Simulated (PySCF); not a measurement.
# Two-component Hartree-Fock for Nd⁵⁸⁺ (neodymium, charge +58)

Start: 1s2. Calculated with PySCF 2.14 in an uncontracted even-tempered set (16 s from 17 bohr⁻², ratio 2.6; 12 p from 22 bohr⁻², ratio 2.6; 6 d from 23 bohr⁻², ratio 2.8; 3 f from 960 bohr⁻², ratio 2.8): generalised Hartree-Fock with the X2C-1e Hamiltonian and a Gaussian nucleus; spin-orbit coupling (SO) screened by Boettger's factors.

```
spinor shell  electrons  ε, screened SO (eV)  weight of nominal j (screened SO)  rms radius, screened SO (bohr)
       1s1/2          2             -50440.5                              1.000                          0.0267
```

```csv
quantity,screened SO
E (hartree),-3749.01722
M_J,0
⟨J²⟩,0.000
⟨L²⟩,0.000
⟨S²⟩,0.000
```

Breit and QED terms are absent; they matter most for the inner s and p1/2 levels.

Densities and radii are taken from the X2C orbitals without a picture-change correction, which distorts them close to the nucleus.
